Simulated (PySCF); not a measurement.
`N#CC[C@@H]1C[C@H]1[SiH2]P`, C5H10NPSi

Geometry:
```csv
atom,x (Å),y (Å),z (Å)
N1,-2.761,2.233,-0.016
C2,-2.544,1.203,-0.461
C3,-2.263,-0.098,-1.013
C4,-1.020,-0.727,-0.409
C5,-0.655,-0.484,1.017
C6,0.181,0.119,-0.081
Si7,1.915,-0.535,-0.420
P8,2.919,0.978,-1.730
H9,-2.137,0.013,-2.096
H10,-3.132,-0.740,-0.832
H11,-0.828,-1.718,-0.804
H12,-0.240,-1.304,1.585
H13,-1.280,0.178,1.599
H14,0.035,1.185,-0.228
H15,1.857,-1.796,-1.173
H16,2.609,-0.800,0.849
H17,4.175,0.415,-1.612
H18,3.160,1.885,-0.715
```

Method: TDDFT PBE0/def2-SVPD circular dichroism and optical rotation, one conformer, gas phase (PySCF 2.14.0). Geometry: GFN2-xTB.

The molecule is flexible and this is one conformer; a measurement averages over conformers. States above about 7.5 eV (minus the energy of the highest occupied orbital) lie near or above the ionisation threshold and depend on the basis.

(1) What are the CIP labels of the stereocentres?

(2) Which excitations and rotatory strengths does the calculation give?

Results:

(1) C4 R, C6 R.

(2) Rotatory strengths R in 10⁻⁴⁰ esu² cm², velocity form and length form (origin at the centre of mass); f in length form.
```
state  E (eV)  λ (nm)      f  R (velocity)  R (length)                                    main
    1    6.50     191  0.070         -51.6       -51.1        HOMO→LUMO 0.49, HOMO→LUMO+1 0.23
    2    6.68     186  0.016         +13.3       +14.2        HOMO→LUMO+1 0.73, HOMO→LUMO 0.09
    3    6.91     179  0.107         +74.1       +72.1        HOMO→LUMO+3 0.42, HOMO→LUMO 0.33
    4    7.17     173  0.066         -19.3       -18.7      HOMO→LUMO+4 0.36, HOMO→LUMO+2 0.25
    5    7.21     172  0.004          -5.3        -4.6      HOMO−1→LUMO 0.65, HOMO→LUMO+4 0.20
    6    7.28     170  0.004         +14.2       +13.6      HOMO→LUMO+4 0.30, HOMO−1→LUMO 0.23
    7    7.54     164  0.041          -5.0        -3.8      HOMO→LUMO+6 0.30, HOMO→LUMO+2 0.26
    8    7.60     163  0.020         +15.1       +14.1    HOMO−1→LUMO+1 0.60, HOMO−2→LUMO 0.21
    9    7.61     163  0.006          +2.7        +2.5    HOMO−2→LUMO 0.60, HOMO−1→LUMO+1 0.30
   10    7.74     160  0.007          -2.6        -2.1    HOMO→LUMO+5 0.53, HOMO−1→LUMO+2 0.13
   11    7.77     159  0.004          -1.8        -2.0    HOMO→LUMO+5 0.23, HOMO−1→LUMO+2 0.21
   12    7.85     158  0.011          -7.2        -6.9      HOMO→LUMO+8 0.43, HOMO→LUMO+7 0.39
   13    7.92     156  0.022         +27.4       +27.4  HOMO−1→LUMO+4 0.38, HOMO−1→LUMO+2 0.36
   14    7.96     156  0.010         +11.2       +10.9      HOMO→LUMO+7 0.27, HOMO→LUMO+8 0.24
   15    7.99     155  0.024         -25.8       -25.8  HOMO−1→LUMO+4 0.36, HOMO−1→LUMO+2 0.10
   16    8.02     155  0.021         -26.8       -26.1                      HOMO−2→LUMO+1 0.72
```

Among the states computed, the strongest CD band (largest |R|) is state 3. The largest dissymmetry factor in size, g = 4R/(D+G), with D and G the electric and magnetic dipole strengths, is +0.031 for state 6 (velocity form, f = 0.005), among bands with |R| over 0.5. The mirror image has the same energies and oscillator strengths and all R with the opposite sign.
